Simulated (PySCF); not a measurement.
Spectrum to structure. Level of theory: TDDFT B3LYP/def2-SVPD, vertical, gas phase, core orbitals frozen in the response (PySCF 2.14.0, density-fitted response routines). Geometries: PBE0-D3(BJ)/def2-SVP, one conformer each.

| state | E (eV) | λ (nm) | f |
| --- | --- | --- | --- |
| S1 | 6.18 | 200.5 | 0.022 |
| S2 | 6.55 | 189.4 | 0.110 |
| S3 | 6.86 | 180.9 | 0.211 |
| S4 | 6.99 | 177.5 | 0.060 |
| S5 | 7.12 | 174.2 | 0.023 |
| S6 | 7.22 | 171.7 | 0.016 |
| S7 | 7.25 | 170.9 | 0.0077 |
| S8 | 7.31 | 169.7 | 0.0065 |
| S9 | 7.37 | 168.2 | 0.014 |
| S10 | 7.41 | 167.3 | 0.031 |

Triplets computed (Tamm–Dancoff): 4.27, 5.74, 6.52, 6.85 eV.

**Question.** Which candidate is it? All have the formula C5H14Si3.
A. `[Si]([SiH3])(C1CC1)(C=C)[SiH3]`
B. `[SiH2](C#CC)[C@H]([SiH2]C)[SiH3]`
C. `C=C[SiH]1C[SiH2]C[SiH2]C1`
D. `C=CC(=C)C[SiH2][SiH2][SiH3]`

**Answer.** C. Its S1, at 6.18 eV, is the highest among the candidates; the nearest of the others has S1 at 5.82 eV. S1 is HOMO-1→LUMO (56%), HOMO-2→LUMO (26%), HOMO→LUMO (12%). Löwdin shares by element: HOMO carbon 71% or more, silicon 7% or more (atoms not listed hold the other 22%); LUMO carbon 68% or more, silicon 8% or more, hydrogen 5% or more (atoms not listed hold the other 19%). At the same level the other candidates give, for their lowest levels:
- `CC#C[SiH2][C@@H]([SiH3])[SiH2]C`: 5.82 eV (f 0.000); 5.97 eV (f 0.011); 5.98 eV (f 0.002); 6.71 eV (f 0.008); 6.75 eV (f 0.002); T1 4.87 eV; HOMO -7.44, LUMO -0.27 eV
- `C=CC(=C)C[SiH2][SiH2][SiH3]`: 5.30 eV (f 0.246); 5.52 eV (f 0.052); 5.66 eV (f 0.001); 5.90 eV (f 0.004); 6.04 eV (f 0.006); T1 3.13 eV; HOMO -6.65, LUMO -1.34 eV
- `C=C[Si]([SiH3])([SiH3])C1CC1`: 5.52 eV (f 0.050); 5.95 eV (f 0.032); 6.19 eV (f 0.110); 6.28 eV (f 0.117); 6.38 eV (f 0.057); T1 4.14 eV; HOMO -7.12, LUMO -0.87 eV
